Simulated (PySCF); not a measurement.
SMILES c1cccc(c1OC)OC (C₈H₁₀O₂), singlet, GFN2-xTB optimised geometry.

```
20

C     -2.69    -1.79     0.01
O     -1.29    -1.72     0.00
C     -0.70    -0.49     0.00
C     -1.38     0.72     0.00
C     -0.68     1.92     0.00
C      0.69     1.92     0.00
C      1.39     0.72     0.00
C      0.71    -0.49     0.00
O      1.29    -1.72     0.00
C      2.70    -1.79     0.00
H     -3.13    -1.32    -0.88
H     -2.93    -2.85     0.01
H     -3.11    -1.32     0.91
H     -2.46     0.74     0.00
H     -1.23     2.85     0.00
H      1.24     2.85     0.00
H      2.47     0.74     0.00
H      2.94    -2.85     0.00
H      3.13    -1.32    -0.89
H      3.13    -1.32     0.89
```

Density from CAM-B3LYP/def2-SVP (PySCF) at that geometry.

Minimum of the electron density along straight lines between bonded atoms, close to the bond critical point (lines longer than 1.1 times the sum of covalent radii, or with two minima, are not listed):

| bond | length / Å | ρ at the minimum / e bohr⁻³ | ∇²ρ there / e bohr⁻⁵ | position (fraction from the first atom) |
|---|---|---|---|---|
| C1–O2 | 1.404 | 0.258 | -0.37 | 0.34 |
| O2–C3 | 1.363 | 0.286 | -0.36 | 0.66 |
| C3–C4 | 1.384 | 0.315 | -0.81 | 0.52 |
| C4–C5 | 1.389 | 0.310 | -0.80 | 0.51 |
| C5–C6 | 1.377 | 0.318 | -0.83 | 0.50 |
| C6–C7 | 1.389 | 0.310 | -0.80 | 0.50 |
| C3–C8 | 1.413 | 0.307 | -0.81 | 0.50 |
| C7–C8 | 1.384 | 0.315 | -0.81 | 0.48 |
| C8–O9 | 1.363 | 0.286 | -0.36 | 0.34 |
| O9–C10 | 1.404 | 0.258 | -0.37 | 0.66 |
| C1–H11 | 1.096 | 0.280 | -1.07 | 0.64 |
| C1–H12 | 1.089 | 0.285 | -1.12 | 0.64 |
| C1–H13 | 1.095 | 0.280 | -1.07 | 0.64 |
| C4–H14 | 1.078 | 0.283 | -1.08 | 0.63 |
| C5–H15 | 1.079 | 0.283 | -1.08 | 0.63 |
| C6–H16 | 1.079 | 0.283 | -1.08 | 0.63 |
| C7–H17 | 1.078 | 0.283 | -1.08 | 0.63 |
| C10–H18 | 1.089 | 0.285 | -1.12 | 0.64 |
| C10–H19 | 1.095 | 0.280 | -1.07 | 0.64 |
| C10–H20 | 1.096 | 0.280 | -1.06 | 0.64 |
